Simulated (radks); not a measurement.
Q: These are the eigenvalues of the occupied orbitals of an atom or ion with whole-number occupations (eV). Method: scalar-relativistic Kohn-Sham, BLYP, spin-polarised, spherical densities, point nucleus; computed with a radial shooting solver on a logarithmic mesh with Libxc functionals.

orbital  eigenvalue
1s        -10973.08
2s        -1380.895
2p        -1208.089
3s        -177.0224
3p        -124.2556
3d         -38.0092
4s         -18.7023
5s          -2.5430

Which element is it, and in what charge state? The configuration may be excited. Open shells, if any, are filled with parallel spins first.

A: Z = 32, germanium, charge 0: Ge in [Ar] 3d10 4s2 5s2. The list shows which subshells hold electrons but not how many an open one holds; the 1s level, -403.25 hartree, gives Z - s = 28.4 by -(Z - s)^2/2, which with screening and relativity narrows Z to a few neighbours, and the depths of the outer levels then fix element, charge and occupations together.
